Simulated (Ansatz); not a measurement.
This geometry of C3H9NSi (14 atoms, charge 0, multiplicity 1) is a first-order saddle point.

All numbers below come from RKS PBE0/def2-SVP (Ansatz 0.2.0).

```xyz
14
Properties=species:S:1:pos:R:3
C -1.482 1.248 1.782
C -1.043 0.463 0.792
Si 0.751 -0.050 0.548
C 0.890 -1.180 -0.974
N 0.458 -0.579 -2.233
H -0.807 1.670 2.536
H -2.541 1.512 1.892
H -1.792 0.084 0.082
H 1.586 1.173 0.300
H 1.272 -0.708 1.791
H 1.933 -1.526 -1.078
H 0.308 -2.102 -0.799
H -0.523 -0.311 -2.191
H 0.977 0.278 -2.419
```

Which two structures does it join? (They come from a converged band through this point; their orientation in space is the band's.)

No bond is made or broken. The dihedral C1–C2–Si3–H10 goes from -4 to 130°.

Initial state:

```xyz
14
Properties=species:S:1:pos:R:3
C -1.553 0.891 1.843
C -0.899 0.898 0.674
Si 0.828 0.211 0.438
C 0.833 -1.196 -0.844
N 0.380 -0.821 -2.181
H -1.101 0.487 2.756
H -2.568 1.294 1.947
H -1.419 1.328 -0.194
H 1.719 1.298 -0.092
H 1.344 -0.234 1.774
H 1.853 -1.615 -0.914
H 0.211 -2.030 -0.475
H -0.581 -0.486 -2.155
H 0.939 -0.053 -2.549
```

Final state:

```xyz
14
Properties=species:S:1:pos:R:3
C -1.484 1.393 1.133
C -0.905 0.188 1.211
Si 0.864 -0.157 0.696
C 0.874 -1.141 -0.934
N 0.217 -0.470 -2.051
H -0.931 2.278 0.794
H -2.531 1.559 1.411
H -1.520 -0.651 1.567
H 1.534 1.164 0.466
H 1.585 -0.893 1.786
H 1.916 -1.377 -1.214
H 0.399 -2.125 -0.770
H -0.731 -0.199 -1.791
H 0.700 0.399 -2.275
```

How far does it lie above each of them?

0.064 eV above the first and 0.090 eV above the second. This is the barrier of this one path; another mechanism may lie lower.

Time of the run: 4.2 min on 2 threads of Arm Neoverse V2 (shared host), peak memory 0.28 GiB.
